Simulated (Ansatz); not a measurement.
Reaction (formal exchange of groups at the Si–C bond): `N[SiH](O)C=S` + `[NH2][GeH2][OH]` → `[NH2][GeH2][SiH](N)O` + `OC=S`

Computed with Ansatz on PBE0-D4/def2-TZVP structures; ΔE is electronic, products minus reactants. CBS: MP2 limit from def2 TZ/QZ plus the TZ coupled-cluster correction, frozen cores. This one scheme is used for every species. Functionals use def2-TZVPP. For Ge outer-core shells are correlated without core-valence functions, which leaves a few kJ/mol of doubt a bond. Scalar relativity is left out up to krypton. One conformer a species, not always the lowest.

| species | r2SCAN energy (Eh) |
| --- | --- |
| `N[SiH](O)C=S` | -858.78649 |
| `[NH2][GeH2][OH]` | -2210.00069 |
| `[NH2][GeH2][SiH](N)O` | -2556.09398 |
| `OC=S` | -512.67920 |

(1) Work out ΔE.

Largest T1 diagnostic among the species: 0.018.

Answers

(1) ΔE = (-2556.09398) + (-512.67920) − (-858.78649) − (-2210.00069) = 0.01400 Eh = +36.8 kJ/mol. CCSD(T)/CBS gives +60.6 kJ/mol.

In def2-TZVPP, CCSD(T) changes the Hartree–Fock value by −12.2 kJ/mol (the triples alone add −3.1 kJ/mol) and MP2 by −8.6 kJ/mol. From PBE to PBE0 (25 % exact exchange), in def2-TZVPP and without D4, ΔE moves by +11.2 kJ/mol.
